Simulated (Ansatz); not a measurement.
The Si1–H3 bond of BrH3Si (SMILES [SiH3]Br) is stretched (multiplicity 1, the rest rigid).
Geometry at rest (charge 0, multiplicity 1):
```xyz
5

Si    -1.47703     0.04481     0.01785
Br     0.75716    -0.02297    -0.00915
H     -1.90317     1.42265    -0.29385
H     -1.93688    -0.34876     1.36352
H     -1.98207    -0.89727    -0.99932
```

Correlated levels freeze the cores. Filled d and f shells under p-block atoms count as core.

Codes used: Ansatz (an electronic-structure program). 

Energies above the point at 1.476 Å (the B3LYP-D3(BJ) bond length), FIC-MRCISD+Q on CASSCF(2,2)/def2-TZVPP (kcal/mol): 5.71 at 1.328 Å; 3.89 at 1.623 Å; 94.75 at 4.722 Å.

Take the last value as the depth D of a Morse curve D(1 − e^(−a(R − R₀)))², fit a and R₀ to the two near points, and test it at 1.992 and 2.582 Å.


With D = 94.8, both near points (counted from the curve's value at 1.476 Å) are met by a = 1.51 Å⁻¹ and R₀ = 1.473 Å, so k = 2Da² = 433 kcal/(mol Å²). The curve then gives 28.0 and 62.6 kcal/mol; the level itself gives 29.0 and 67.9, so Morse is off by -1.0 and -5.3.
